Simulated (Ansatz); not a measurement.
The same path of ClH + ClH5OW (10 atoms, charge 0, multiplicity 1) was run twice with different band settings. Lost on the way: W1–H2, Cl9–H10. Made: W1–Cl9, H2–H10.

Theory: RKS CAM-B3LYP-D4/def2-SVP in Ansatz.

Relaxed end points:

```xyz
10
Properties=species:S:1:pos:R:3
W -0.163 -0.421 -0.164
H -0.182 -0.121 1.490
H 1.290 -0.807 0.586
H 0.768 0.835 0.411
Cl -2.250 -1.227 0.368
H 0.607 -1.844 -0.634
O -0.027 0.610 -1.711
H 0.220 1.535 -1.841
Cl -1.815 2.509 0.588
H -1.281 2.087 1.684
```

```xyz
10
Properties=species:S:1:pos:R:3
W -0.413 0.503 -0.612
H -0.851 -0.602 3.659
H 1.148 0.823 -0.018
H 0.613 1.787 -0.990
Cl -2.584 -0.406 -0.810
H 0.234 -0.604 0.449
O 0.272 -0.226 -2.135
H 0.829 -0.188 -2.922
Cl -1.109 2.045 0.918
H -0.972 0.024 3.238
```

Common settings: spring 5.0 eV/Å²; optimiser quadratic models (default); start path through a guess of the saddle point; force threshold 0.05 eV/Å; iteration limit 60; end points relaxed.

| run | movable images | climbing image |
| --- | --- | --- |
| 1 | 5 | yes |
| 2 | 1 | no |

(1) What does each run give, and how far can it be trusted?

## Answers

(1) Run 1: converged after 38 iterations, highest image 0.436 eV above the first end. A vibrational analysis at the climbing image gives one clearly imaginary mode, 656i cm⁻¹: a first-order saddle point.
Run 2: converged after 21 iterations, highest image 0.000 eV above the first end. The highest image is an end point: on this band no image between the ends rises above it. So few images can step over the top or miss a turn of the path.
The orbitals stay closed-shell, which can raise the energy where a bond breaks towards radicals; this wasn't checked here.
